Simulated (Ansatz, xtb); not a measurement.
# Relative energy of two isomers of C3H6Cl2Si2

Structure X: `Cl[C@@H]1C=C[SiH2][Si@@H]1Cl`, a singlet. Structure Y: `C#CC[Si]([SiH3])(Cl)Cl`, a singlet. Both are isolated molecules in the gas phase, relaxed with PBE-D3(BJ)/def2-SVP; the shapes shown needn't be the lowest conformers.

X (Å):

```yaml
atoms:
  - { symbol: C, position_ang: [-2.2191, 1.4097, -1.0500] }
  - { symbol: C, position_ang: [-1.3564, 2.5941, -1.4078] }
  - { symbol: C, position_ang: [-0.0279, 2.4957, -1.6673] }
  - { symbol: Cl, position_ang: [-3.8879, 1.5748, -1.7457] }
  - { symbol: Cl, position_ang: [-1.9248, -0.7319, -3.5342] }
  - { symbol: Si, position_ang: [0.7704, 0.7843, -1.6208] }
  - { symbol: Si, position_ang: [-1.3441, -0.2237, -1.6003] }
  - { symbol: H, position_ang: [-2.3665, 1.3654, 0.0521] }
  - { symbol: H, position_ang: [-1.8707, 3.5733, -1.4189] }
  - { symbol: H, position_ang: [0.5357, 3.4205, -1.8804] }
  - { symbol: H, position_ang: [1.5601, 0.5599, -0.3565] }
  - { symbol: H, position_ang: [1.6564, 0.5003, -2.8012] }
  - { symbol: H, position_ang: [-1.6879, -1.3583, -0.6814] }
```

Y (Å):

```yaml
atoms:
  - { symbol: C, position_ang: [0.0155, 2.9582, 0.2046] }
  - { symbol: C, position_ang: [-0.1041, 1.7809, -0.1073] }
  - { symbol: C, position_ang: [-0.2455, 0.4140, -0.5758] }
  - { symbol: Cl, position_ang: [-2.4681, 1.1127, -2.8208] }
  - { symbol: Cl, position_ang: [-0.4018, -1.5648, -3.1051] }
  - { symbol: Si, position_ang: [-0.5382, 0.4174, -2.4577] }
  - { symbol: Si, position_ang: [0.9856, 1.7296, -3.6643] }
  - { symbol: H, position_ang: [0.1177, 3.9911, 0.5056] }
  - { symbol: H, position_ang: [0.6707, -0.1861, -0.3827] }
  - { symbol: H, position_ang: [-1.0949, -0.1134, -0.0897] }
  - { symbol: H, position_ang: [2.3849, 1.3260, -3.2864] }
  - { symbol: H, position_ang: [0.7667, 1.4686, -5.1280] }
  - { symbol: H, position_ang: [0.7746, 3.1860, -3.3676] }
```

Problem. Estimate which is lower in electronic energy at CCSD(T)/def2-SVP + ΔMP2/def2-TZVPP, and by roughly how much.

Solution. The CCSD(T)/def2-SVP + ΔMP2/def2-TZVPP calculation puts structure Y lower, by 0.302 eV.

Level by level:

```csv
level,geometry,E(Y) − E(X) (eV),departure from the last row (eV),"job, with rough time for the two"
GFN2-xTB,GFN2-xTB,−0.178,+0.124,"optimisation, 0.23 s"
HF/STO-3G,GFN2-xTB,+0.162,+0.463,"single point, 0.42 s"
r2SCAN-D4/def2-SVP,GFN2-xTB,−0.174,+0.127,"single point, 2.7 s"
PBE-D3(BJ)/def2-SVP,PBE-D3(BJ)/def2-SVP,−0.091,+0.210,"optimisation, 38 s"
HF/def2-SVP,PBE-D3(BJ)/def2-SVP,−0.491,−0.189,part of the CCSD(T) run
MP2/def2-SVP,PBE-D3(BJ)/def2-SVP,−0.397,−0.095,part of the CCSD(T) run
CCSD(T)/def2-SVP,PBE-D3(BJ)/def2-SVP,−0.294,+0.008,single point
CCSD(T)/def2-SVP + ΔMP2/def2-TZVPP,PBE-D3(BJ)/def2-SVP,−0.302,,"single point, 39 s"
```

As drawn, Y has 1 C≡C, 1 Cl–Si in place of 1 C–Cl, 1 C=C, 1 C–Si. Structure X has a 5-membered ring, Y no ring.

HF/STO-3G puts the two in the other order. The largest departure from CCSD(T)/def2-SVP + ΔMP2/def2-TZVPP is that of HF/STO-3G, 0.463 eV. A small imaginary or near-zero mode remains, so no thermal terms are given. The last row adds to CCSD(T) the change of the MP2 difference between the two basis sets, here −0.008 eV.

The correlated steps freeze 23 core orbitals. Programs: Ansatz 0.2.0, xtb 6.7.1; the last row on 4 threads of Intel(R) Xeon(R) Platinum 8375C CPU @ 2.90GHz (Ice Lake) on a shared host.
